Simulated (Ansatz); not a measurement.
`[GaH2][AsH2]` from Hartree–Fock to CCSD(T)

```xyz
6

Ga    0.349   -0.908   -0.333
As   -1.138    0.829    0.436
H     0.571   -1.104   -1.875
H     0.987   -1.893    0.710
H    -0.553    1.858   -0.518
H    -0.215    1.217    1.580
```

Charge 0, multiplicity 1. Correlated methods include outer-core shells of As, Ga, which these sets cover unevenly. Scalar relativity is left out up to krypton. All single points use the PBE0-D4/def2-TZVP geometry. Frozen core, restricted reference, Ansatz.

```json
{"basis": "def2-SVP", "HF (Eh)": "-4159.24174", "MP2 corr.": "-0.45895"}
{"basis": "def2-TZVPP", "HF (Eh)": "-4159.77078", "MP2 corr.": "-0.51027"}
{"basis": "def2-QZVPP", "HF (Eh)": "-4159.85672", "MP2 corr.": "-1.04082"}
```

(1) Estimate the CCSD correlation energy and the (T) correction in each basis where they were run (hartree).

Answers

(1) 
```tsv
basis	CCSD corr.	(T)
def2-SVP	-0.47208	-0.01422
def2-TZVPP	-0.52799	-0.01969
```
